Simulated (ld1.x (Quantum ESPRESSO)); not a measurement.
# Al (Z = 13): excitation energies, all-electron against RRKJ

ld1.x (Quantum ESPRESSO) 7.5 input, shortened:

```
&input
   title='Al', zed=13., rel=1, dft='PW91', iswitch=3,
   config='[Ne] 3s2 3p1 3d-2'
 /
 &inputp
   pseudotype=2, tm=.false., rho0=0.001, lloc=0,
   nlcc=.true., new_core_ps=.true., rcore=1.50
 /
3
3P  2  1   1.00   0.00  2.65  2.65  0.0
3D  3  2  -2.00   0.25  2.35  2.35  0.0
3S  1  0   2.00   0.00  1.55  1.55  0.0
 &test
   configts(1)='3s2 3p1'
 /
```

Energies are relative to the spin-unpolarised reference configuration 3s2 3p1; without spin polarisation the order of configurations can differ from experiment.

(1) Give the all-electron excitation energy and the error of the potential for: 3s2 3p0; 3s1 3p0; 3s2 3p0.5; 3s0 3p3; 3s1 3p2; 3s2 3p1.3; 3s1 3p1.

## Answers

(1)

```csv
valence configuration,charge,ΔE all-electron (eV),error AE − PS (meV)
3s2 3p0,+1,5.803,+2.9
3s1 3p0,+2,25.081,+26
3s2 3p0.5,+0.5,2.103,+0.4
3s0 3p3,0,10.469,-25
3s1 3p2,0,5.150,-5.5
3s2 3p1.3,-0.3,-0.583,+0.1
3s1 3p1,+1,11.616,+1.8
```
